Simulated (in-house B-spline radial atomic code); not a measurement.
Computed with a B-spline radial atomic code. Model: two electrons, singlet ground state, non-relativistic, full CI in B-splines with partial waves to l = 8 (at full coupling up to 3e-4 hartree above the limit, correlation up to 0.6 % small), density held at that of full coupling by Lieb maximisation.

W(λ) is the mean repulsion in the state of coupling λ less the Hartree energy of the fixed density. Its start is exact exchange, its initial slope is twice the second-order Görling-Levy correlation energy, and its area from 0 to 1 is E_xc. A straight curve means weak, dynamic correlation, and a curve that drops fast and flattens means strong correlation.

Command:
```bash
python run_ac.py task.json out
```
Settings (lengths in bohr, energies in hartree):
```
potential              coulomb
strength               0.75
lmax                   8
wall_radius            1.4
```

Cost of the run: 1.3 s on 1 thread of Intel(R) Xeon(R) Processor @ 2.30GHz, with other jobs on the host.

**W = mean repulsion less Hartree energy, and W of three functionals.**

Given: confinement point charge; nuclear charge 0.75; hard wall radius 1.4 bohr; external potential -Z/r.

Computed: LDA exchange minus exact 185.81 millihartree; SCAN exchange minus exact -4.1461 millihartree.

```json
{"coupling": "0", "W xc (hartree)": "-1.3292", "W xc minus exchange (millihartree)": "0", "kinetic minus Kohn-Sham (millihartree)": "0", "LDA (PW92) W minus its exchange (millihartree)": "0", "PBE W minus its exchange (millihartree)": "0", "SCAN W minus its exchange (millihartree)": "0"}
{"coupling": "0.02", "W xc (hartree)": "-1.3312", "W xc minus exchange (millihartree)": "-2.08", "kinetic minus Kohn-Sham (millihartree)": "0", "LDA (PW92) W minus its exchange (millihartree)": "-12.73", "PBE W minus its exchange (millihartree)": "-3.35", "SCAN W minus its exchange (millihartree)": "-1.94"}
{"coupling": "0.05", "W xc (hartree)": "-1.3343", "W xc minus exchange (millihartree)": "-5.17", "kinetic minus Kohn-Sham (millihartree)": "0.1", "LDA (PW92) W minus its exchange (millihartree)": "-26.33", "PBE W minus its exchange (millihartree)": "-8.28", "SCAN W minus its exchange (millihartree)": "-4.8"}
{"coupling": "0.12", "W xc (hartree)": "-1.3414", "W xc minus exchange (millihartree)": "-12.248", "kinetic minus Kohn-Sham (millihartree)": "0.7", "LDA (PW92) W minus its exchange (millihartree)": "-51", "PBE W minus its exchange (millihartree)": "-19.34", "SCAN W minus its exchange (millihartree)": "-11.28"}
{"coupling": "0.25", "W xc (hartree)": "?", "W xc minus exchange (millihartree)": "?", "kinetic minus Kohn-Sham (millihartree)": "?", "LDA (PW92) W minus its exchange (millihartree)": "?", "PBE W minus its exchange (millihartree)": "?", "SCAN W minus its exchange (millihartree)": "?"}
{"coupling": "0.4", "W xc (hartree)": "-1.368", "W xc minus exchange (millihartree)": "-38.786", "kinetic minus Kohn-Sham (millihartree)": "7.6", "LDA (PW92) W minus its exchange (millihartree)": "-118.19", "PBE W minus its exchange (millihartree)": "-58.17", "SCAN W minus its exchange (millihartree)": "-35.33"}
{"coupling": "0.6", "W xc (hartree)": "-1.3853", "W xc minus exchange (millihartree)": "-56.144", "kinetic minus Kohn-Sham (millihartree)": "16.2", "LDA (PW92) W minus its exchange (millihartree)": "-153.4", "PBE W minus its exchange (millihartree)": "-81.93", "SCAN W minus its exchange (millihartree)": "-51.04"}
{"coupling": "0.8", "W xc (hartree)": "?", "W xc minus exchange (millihartree)": "?", "kinetic minus Kohn-Sham (millihartree)": "?", "LDA (PW92) W minus its exchange (millihartree)": "?", "PBE W minus its exchange (millihartree)": "?", "SCAN W minus its exchange (millihartree)": "?"}
{"coupling": "1", "W xc (hartree)": "-1.4165", "W xc minus exchange (millihartree)": "-87.361", "kinetic minus Kohn-Sham (millihartree)": "41", "LDA (PW92) W minus its exchange (millihartree)": "-208.96", "PBE W minus its exchange (millihartree)": "-122.67", "SCAN W minus its exchange (millihartree)": "-79.54"}
{"coupling": "1.4", "W xc (hartree)": "-1.4437", "W xc minus exchange (millihartree)": "-114.56", "kinetic minus Kohn-Sham (millihartree)": "73.6", "LDA (PW92) W minus its exchange (millihartree)": "-252.73", "PBE W minus its exchange (millihartree)": "-156.9", "SCAN W minus its exchange (millihartree)": "-104.82"}
{"coupling": "2", "W xc (hartree)": "-1.4784", "W xc minus exchange (millihartree)": "-149.25", "kinetic minus Kohn-Sham (millihartree)": "132.2", "LDA (PW92) W minus its exchange (millihartree)": "-305.11", "PBE W minus its exchange (millihartree)": "-199.73", "SCAN W minus its exchange (millihartree)": "-137.94"}
{"coupling": "3", "W xc (hartree)": "-1.5239", "W xc minus exchange (millihartree)": "-194.76", "kinetic minus Kohn-Sham (millihartree)": "244.9", "LDA (PW92) W minus its exchange (millihartree)": "-371.02", "PBE W minus its exchange (millihartree)": "-255.89", "SCAN W minus its exchange (millihartree)": "-183.33"}
{"coupling": "4.5", "W xc (hartree)": "-1.573", "W xc minus exchange (millihartree)": "-243.87", "kinetic minus Kohn-Sham (millihartree)": "426.8", "LDA (PW92) W minus its exchange (millihartree)": "-441.49", "PBE W minus its exchange (millihartree)": "-318.04", "SCAN W minus its exchange (millihartree)": "-235.33"}
{"coupling": "7", "W xc (hartree)": "-1.6262", "W xc minus exchange (millihartree)": "-297.03", "kinetic minus Kohn-Sham (millihartree)": "727", "LDA (PW92) W minus its exchange (millihartree)": "-519.99", "PBE W minus its exchange (millihartree)": "-389.15", "SCAN W minus its exchange (millihartree)": "-295.43"}
{"coupling": "10", "W xc (hartree)": "-1.6661", "W xc minus exchange (millihartree)": "-336.91", "kinetic minus Kohn-Sham (millihartree)": "1061.6", "LDA (PW92) W minus its exchange (millihartree)": "-582.08", "PBE W minus its exchange (millihartree)": "-446.43", "SCAN W minus its exchange (millihartree)": "-342.58"}
```

Q: What belongs in the row 0.25?

A: W xc (hartree): -1.3541; W xc minus exchange (millihartree): -24.911; kinetic minus Kohn-Sham (millihartree): 3.1; LDA (PW92) W minus its exchange (millihartree): -86.06; PBE W minus its exchange (millihartree): -38.32; SCAN W minus its exchange (millihartree): -22.78.

Q: What belongs in the row 0.8?

A: W xc (hartree): -1.4015; W xc minus exchange (millihartree): -72.301; kinetic minus Kohn-Sham (millihartree): 27.5; LDA (PW92) W minus its exchange (millihartree): -183.08; PBE W minus its exchange (millihartree): -103.27; SCAN W minus its exchange (millihartree): -65.73.

Q: What is the PBE exchange minus exact?

A: 59.815 millihartree.

**Energy parts, natural occupations and partial-wave weights.**

Computed: total energy 3.5872 hartree; exchange energy -1.3292 hartree; kinetic part of the DFT correlation energy 0.04105 hartree; kinetic part over minus potential part 0.46989; Hartree energy 2.6583 hartree; Kohn-Sham kinetic 5.1051 hartree; Lieb Oxford ratio E_xc over LDA exchange 1.203.

```
natural  occupation of the shell (electrons)
      s                               1.9889
      p                             0.010028
      s                           0.00044023
      d                                    ?
      p                           6.4988e-05
      f                           5.4423e-05
```

Q: What belongs in the row d?

A: occupation of the shell (electrons): 0.00041808.

| wave | weight |
| --- | --- |
| s | 0.9947 |
| p | 0.005048 |
| d | 0.00021657 |
| f | ? |
| g | 6.7167e-06 |

Q: What belongs in the row f?

A: weight: 2.9328e-05.

Q: What is the initial slope twice GL2?

A: -0.1044 hartree.

Q: What is the correlation energy?

A: -0.046312 hartree.

Half-way to full coupling W has made 54 % of its drop, against 50 % for a straight line, and second-order (GL2) theory, half the initial slope, overshoots the correlation energy by about 13 %: a moderate bend, as in light atoms. Over couplings 0 to 1 the errors in E_xc come to about +104 millihartree for LDA, +39 millihartree for PBE, 0.0 millihartree for SCAN, so SCAN is nearest. In LDA and PBE and SCAN the errors of exchange and correlation have opposite signs, so the sum is smaller than the larger of the two.
